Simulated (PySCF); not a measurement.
Phosphorus: a sound run and one with changed settings

Sound run: P⁺ [Ne] 3s2 3p2, P²⁺ [Ne] 3s2 3p1. Computed with PySCF 2.14 in cc-pV(T+d)Z (5s4p3d1f, 39 functions), with no relativity, point nucleus. The sound run starts from symmetry-adapted Hartree-Fock orbitals and uses a fine grid where one is needed.

A second run was set up differently.

```
species  method  sound run (hartree)  changed run (hartree)  converged
     P⁺     UHF           -340.35204             -340.35204        yes
     P⁺  M06-2X           -340.86786             -340.86474        yes
     P⁺   B3LYP           -340.90420             -340.90424        yes
    P²⁺     UHF           -339.64783             -339.64783        yes
    P²⁺  M06-2X           -340.14777             -340.13983        yes
    P²⁺   B3LYP           -340.17880             -340.17883        yes
```

Ionisation energy of P⁺:

| method | sound run (eV) | changed run (eV) |
| --- | --- | --- |
| UHF | 19.163 | 19.163 |
| M06-2X | 19.595 | 19.726 |
| B3LYP | 19.739 | 19.739 |

Question: What was changed?
A. too few SCF iterations
B. level shift left on
C. minimal basis
D. radial grid too coarse

Answer: D. It used radial step 0.3 in ln r (0.13 in the sound run). A coarse radial grid mis-integrates the density and the exchange-correlation energy, with errors of either sign; Hartree-Fock needs no grid.
